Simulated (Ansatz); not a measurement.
A search over several starts for the lowest SCF solution of the cluster FeCl₃ at the given spin, in a small basis.

```yaml
crystal:
  periodic: [false, false, false]
  atoms:
    - {symbol: Fe, position_ang: [0.099411, -0.037552, 0.107719]}
    - {symbol: Cl, position_ang: [-1.275911, 0.479408, -1.383763]}
    - {symbol: Cl, position_ang: [0.634616, -2.075057, -0.045746]}
    - {symbol: Cl, position_ang: [0.541883, 1.633200, 1.321781]}
basis:
  gaussian: {orbitals: def2-SVP, initial_orbitals: start.molden}
magnetization: {spin_polarized: true, initial_magnetization: 3}
hamiltonian: {xc: pbe0, dispersion: d4}
output: {orbitals: {seedname: orbitals}}
```

The file start.molden holds the orbitals of an earlier run on this structure, at another level or in another basis.

```sh
$ ansatz run in.yaml --threads 4 --pin off --events-out ev --progress --plain --max-ram 3916MiB
```

It prints (some lines left out):

```
Functional definition: PBE0
818 factors; integrals over basis functions are off by at most 6.8e-4 eV
mean field evaluation 1: about -71922.8855 eV, gradient 6.1e0 eV
mean field evaluation 2: about -71923.1836 eV, gradient 7.0e-1 eV
mean field evaluation 4: about -71923.3115 eV, gradient 3.6e-1 eV
mean field evaluation 8: about -71923.3124 eV, gradient 3.6e-5 eV
mean field evaluation 16: about -71916.9653 eV, gradient 3.9e1 eV
mean field evaluation 32: about -71923.3015 eV, gradient 3.0e-2 eV
mean field evaluation 64: about -71923.3014 eV, gradient 3.3e-2 eV
mean field -71923.31244932 eV, -2643.1329811403 hartree, gradient 2.0e-6 eV, S^2 4.051348; 9 other end points of the search recorded, 0 dependent functions left out
reference -71923.31249475 eV, -2643.1329828099 hartree; 40, 37 occupied and 45, 48 virtual orbitals, 818 factors
Total energy: -71923.43903882 eV, -2643.1376332188 hartree
```

Run time 7 s (4 threads of Intel Xeon Platinum 8559C on a shared host).

Other converged states that the search met: 0.01 eV higher (⟨S²⟩ = 4.00).

The charge 0 quartet is spin-contaminated (final ⟨S²⟩ up to 4.05, 3.75 for a pure state). At PBE0-D4/def2-TZVP a sextet of charge 0 lies 0.92 eV below the quartet, each at its own geometry. The structure comes from a short search, and lower isomers may exist.
